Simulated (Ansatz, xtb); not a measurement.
Molecule: sum formula SOF2 (charge -1, doublet). 
Coordinates optimised at B3LYP-D3(BJ)/def2-TZVP (Ansatz, a quantum-chemistry and plane-wave program):
```xyz
4

O      1.2860    -0.0978    -0.1636
S     -0.1766     0.0134     0.0225
F     -0.2865     1.8902    -0.0518
F     -0.5427    -1.8271     0.1573
```
Charge -1, spin multiplicity 2.

Harmonic wavenumbers from GFN2-xTB (xtb, at its own minimum), cm⁻¹: 193, 222, 338, 433, 549, 1134.

Task: Give the harmonic wavenumbers at B3LYP-D3(BJ)/def2-TZVP (Ansatz, finite differences of forces, unscaled).

Result: 180, 246, 343, 391, 473, 1133 cm⁻¹. Zero-point energy 4.0 kcal/mol.

Task: From these and the geometry, give the ideal-gas thermochemistry at 298.15 K and 1 atm (rigid rotor, harmonic oscillator).

Result: Point group C2v, rotational symmetry number 2. Rotational constants 14.55, 3.82, 3.026 GHz. S(trans) 39.27, S(rot) 23.68, S(vib) 7.07, S(elec, spin only) 1.38, S 71.4 cal/(mol K). H(298) - H(0) 3.65 kcal/mol; G - E(el) -13.7 kcal/mol.
